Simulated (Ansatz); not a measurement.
Al(F)(GeH3)(OH) (AlFGeH4O), SMILES [OH][Al]([F])[GeH3].

Geometry optimised at PBE0-D3(BJ)/def2-SVP. The structure was generated by enumeration; whether it is a known compound was not checked. One conformer was computed; it need not be the lowest.

Two levels are set side by side: PBE/def2-SVPD (Ansatz, a quantum-chemistry and plane-wave program) and CAM-B3LYP/def2-SVPD (Ansatz). Energy differences of separate SCF runs at the same geometry; the states with an electron removed or added have multiplicity 2 and 2. Differences are taken from unrounded values.

```csv
quantity,CAM-B3LYP,PBE,PBE minus CAM-B3LYP
vertical ionisation energy (eV),10.73,10.33,-0.40
vertical singlet–triplet gap (eV),5.41,5.04,-0.38
```
